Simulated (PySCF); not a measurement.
Dissociation curve of NaI, singlet.

UHF/LANL2DZ = unrestricted Hartree-Fock/LANL2DZ, with its core potentials past Ne in PySCF 2.14.0; RMP2/3-21G = restricted MP2 (frozen core)/3-21G run with PySCF 2.14.0; UMP2/3-21G = unrestricted MP2 (frozen core)/3-21G (PySCF); UCCSD(T) = CCSD(T) on UHF/def2-SVP, 5 core orbitals frozen, def2 effective core potentials past Kr (PySCF).

Energies relative to the lowest point of each curve near equilibrium, in kcal/mol; the last columns give the difference from UCCSD(T):

```csv
R / Å,UHF/LANL2DZ,RMP2/3-21G,UMP2/3-21G,UCCSD(T),UHF/LANL2DZ − UCCSD(T),RMP2/3-21G − UCCSD(T),UMP2/3-21G − UCCSD(T)
2.04,76.0,74.7,74.7,65.8,10.2,8.9,8.9
2.16,46.3,46.2,46.2,38.4,7.9,7.8,7.8
2.31,22.9,23.3,23.3,17.5,5.4,5.8,5.8
2.45,10.3,10.7,10.7,6.8,3.4,3.8,3.8
2.58,3.8,4.0,4.0,1.9,1.8,2.1,2.1
2.63,2.2,2.5,2.5,0.9,1.3,1.5,1.5
2.71,0.7,0.8,0.8,0.1,0.6,0.7,0.7
2.78,0.0,0.1,0.1,0.0,0.0,0.1,0.1
2.89,0.0,0.0,0.0,0.8,-0.8,-0.8,-0.8
2.98,0.8,0.7,0.7,2.0,-1.3,-1.3,-1.3
3.15,3.4,3.4,3.4,5.5,-2.0,-2.1,-2.1
3.34,7.5,7.6,7.6,10.2,-2.7,-2.6,-2.6
3.69,16.2,16.8,16.8,19.9,-3.7,-3.1,-3.1
4.04,25.0,26.3,26.3,29.4,-4.5,-3.2,-3.2
4.44,34.1,36.1,36.1,39.2,-5.1,-3.1,-3.1
4.88,42.7,45.4,45.4,48.5,-5.8,-3.1,-3.1
5.47,51.2,55.3,57.8,60.9,-9.7,-5.6,-3.1
5.91,52.2,61.3,59.7,—,—,—,—
6.63,52.7,69.0,60.6,—,—,—,—
7.34,52.8,74.4,60.8,—,—,—,—
8.13,52.8,78.1,60.9,—,—,—,—
```

UHF/LANL2DZ is furthest from UCCSD(T) at 2.04 (10.2 kcal/mol, above); its mean absolute difference over the points is 3.9 kcal/mol.

RMP2/3-21G is furthest from UCCSD(T) at 2.04 (8.9 kcal/mol, above); its mean absolute difference over the points is 3.3 kcal/mol.

UMP2/3-21G is furthest from UCCSD(T) at 2.04 (8.9 kcal/mol, above); its mean absolute difference over the points is 3.1 kcal/mol.

Dashes: no converged value, or the column stops at the first point that the program doubted or that broke a chosen test of continuity, which isn't proof of a fault.

The unrestricted determinant behind UHF/LANL2DZ, UMP2/3-21G, UCCSD(T) is spin-contaminated at 5.47 to 8.13 Å (<S²> up to 1.0, against 0.00 for a pure singlet). The restricted form behind RMP2/3-21G keeps the bonding electrons paired and can't separate into open-shell fragments.
